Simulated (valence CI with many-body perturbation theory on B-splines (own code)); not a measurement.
Level structure of Rh39+

Computed by relativistic CI+MBPT: four valence electrons over a frozen Dirac-Fock core [He], radial functions for each j: 11 s, 11 p, 10 d, 8 f, 5 g, 2 h, with the one-electron correlation potential Σ1 (screened to all orders), the two-electron term Σ2, the three-electron term Σ3, Breit, model QED; selected single and double excitations, second order for the rest, scaled by the run's own slope (own B-spline code, finite nucleus).

No measured spectrum was set against this ion. As an estimate, large intervals hold to a few tenths of a per cent, small ones and those within an open d or f shell to about a per cent. Among the levels kept, up to 980 cm⁻¹ of a level comes from second order outside the variational space, and about a tenth of that is noise between levels of different J, which matters for small intervals.

Levels 136 to 180 of 204, with energies above the lowest level, (2s^2 2p1/2^2) J=0. "Leading %" is the weight of the configuration and term that name the level; weights of strongly mixed levels are sums over their largest components and can fall short. In the jj column 3d3/2^4 stands for four electrons in 3d with j = 3/2.

```csv
No.,Configuration,Term,J,E (× 10³ cm⁻¹),Leading %,Leading jj,Second component
136,2s 2p2 3p,3D°,2,31353,36,2s 2p3/2^2 3p1/2 (94 %),25 % 2s 2p2 3p 1D°
137,2p3 3p,3D,3,31390,42,2p1/2^2 2p3/2 3p3/2 (95 %),34 % 2p3 3p 5P
138,2p3 3p,3P,1,31396,38,2p1/2^2 2p3/2 3p3/2 (95 %),20 % 2p3 3p 1P
139,2p3 3p,3P,2,31509,37,2p1/2^2 2p3/2 3p3/2 (93 %),18 % 2p3 3p 5P
140,2s 2p2 3d,3D,3,31565,31,2s 2p3/2^2 3d3/2 (78 %),24 % 2s 2p2 3d 5D
141,2s 2p2 3d,3D,2,31569,31,2s 2p3/2^2 3d3/2 (93 %),19 % 2s 2p2 3d 5P
142,2s 2p2 3d,3F,4,31570,48,2s 2p3/2^2 3d5/2 (74 %),29 % 2s 2p2 3d 5D
143,2s 2p2 3d,3G,5,31587,54,2s 2p3/2^2 3d5/2 (96 %),46 % 2s 2p2 3d 5F
144,2s 2p2 3d,3P,1,31590,33,2s 2p3/2^2 3d3/2 (91 %),28 % 2s 2p2 3d 5P
145,2s 2p2 3p,3D°,3,31608,66,2s 2p3/2^2 3p3/2 (90 %),13 % 2s 2p2 3p 3F°
146,2s 2p2 3p,3P°,0,31612,60,2s 2p3/2^2 3p3/2 (95 %),39 % 2s 2p2 3p 1S°
147,2p3 3p,3P,0,31623,76,2p1/2^2 2p3/2 3p3/2 (93 %),20 % 2p3 3p 1S
148,2s 2p2 3d,3F,4,31641,48,2s 2p3/2^2 3d3/2 (74 %),28 % 2s 2p2 3d 1G
149,2s 2p2 3p,3P°,2,31644,79,2s 2p3/2^2 3p3/2 (96 %),6 % 2s 2p2 3p 3D°
150,2s 2p2 3p,1P°,1,31658,49,2s 2p3/2^2 3p3/2 (93 %),32 % 2s 2p2 3p 3P°
151,2s 2p2 3d,3P,0,31705,64,2s 2p3/2^2 3d5/2 (86 %),27 % 2s 2p2 3d 1S
152,2s 2p2 3p,3P°,2,31706,44,2s 2p3/2^2 3p3/2 (93 %),30 % 2s 2p2 3p 1D°
153,2p3 3d,3D°,2,31729,31,2p1/2^2 2p3/2 3d3/2 (93 %),19 % 2p3 3d 3F°
154,2p3 3d,3F°,3,31758,25,2p1/2^2 2p3/2 3d3/2 (86 %),24 % 2p3 3d 5D°
155,2s 2p2 3d,3P,1,31762,27,2s 2p3/2^2 3d5/2 (90 %),26 % 2s 2p2 3d 3S
156,2s 2p2 3d,3D,3,31767,41,2s 2p3/2^2 3d5/2 (80 %),24 % 2s 2p2 3d 1F
157,2p3 3d,5D°,1,31778,25,2p1/2^2 2p3/2 3d3/2 (70 %),19 % 2p3 3d 3P°
158,2p3 3d,3P°,0,31784,52,2p1/2^2 2p3/2 3d3/2 (95 %),36 % 2p3 3d 5D°
159,2p3 3s,5S°,2,31785,46,2p1/2 2p3/2^2 3s (91 %),36 % 2p3 3s 3D°
160,2s 2p2 3p,1P°,1,31788,18,2s 2p3/2^2 3p3/2 (40 %),16 % 2p3 3s 3S°
161,2s 2p2 3d,3P,2,31804,37,2s 2p3/2^2 3d5/2 (93 %),24 % 2s 2p2 3d 1D
162,2p3 3d,3F°,4,31842,43,2p1/2^2 2p3/2 3d5/2 (96 %),35 % 2p3 3d 5D°
163,2p3 3s,3S°,1,31900,28,2p1/2 2p3/2^2 3s (54 %),25 % 2p3 3s 3D°
164,2p3 3d,3D°,2,31901,34,2p1/2^2 2p3/2 3d5/2 (87 %),19 % 2p3 3d 3P°
165,2p3 3s,3D°,3,31923,69,2p1/2 2p3/2^2 3s (69 %),11 % 2p3 3d 3D°
166,2p3 3s,1D°,2,31978,65,2p1/2 2p3/2^2 3s (93 %),26 % 2p3 3s 3D°
167,2p3 3d,3D°,3,32007,27,2p1/2^2 2p3/2 3d5/2 (65 %),23 % 2p3 3s 3D°
168,2s 2p2 3d,3D,1,32020,49,2s 2p3/2^2 3d3/2 (84 %),27 % 2s 2p2 3d 1P
169,2p3 3d,3D°,1,32026,42,2p1/2^2 2p3/2 3d5/2 (92 %),23 % 2p3 3d 3P°
170,2s 2p2 3d,3F,3,32063,41,2s 2p3/2^2 3d3/2 (70 %),15 % 2s 2p2 3d 3D
171,2s 2p2 3d,3F,2,32064,33,2s 2p3/2^2 3d3/2 (88 %),32 % 2s 2p2 3d 3D
172,2s 2p2 3d,3D,2,32089,56,2s 2p3/2^2 3d3/2 (71 %),18 % 2s 2p2 3d 3P
173,2s 2p2 3d,3D,1,32094,50,2s 2p3/2^2 3d3/2 (73 %),8 % 2p3 3p 5P
174,2s 2p2 3d,3F,4,32098,71,2s 2p3/2^2 3d5/2 (95 %),14 % 2s 2p2 3d 1G
175,2s 2p2 3d,3D,3,32121,80,2s 2p3/2^2 3d5/2 (88 %),6 % 2s 2p2 3d 1F
176,2p3 3p,5P,1,32125,32,2p1/2 2p3/2^2 3p1/2 (74 %),15 % 2p3 3p 3D
177,2s 2p2 3d,3P,0,32137,78,2s 2p3/2^2 3d3/2 (92 %),20 % 2s 2p2 3d 1S
178,2s 2p2 3d,1F,3,32160,41,2s 2p3/2^2 3d5/2 (82 %),36 % 2s 2p2 3d 3D
179,2p3 3p,3F,2,32172,27,2p1/2 2p3/2^2 3p1/2 (84 %),19 % 2p3 3p 3P
180,2p3 3s,3P°,0,32174,98,2p1/2 2p3/2^2 3s (98 %),
```

Where two levels of one J and parity lie close, their mixing, g and order are uncertain.
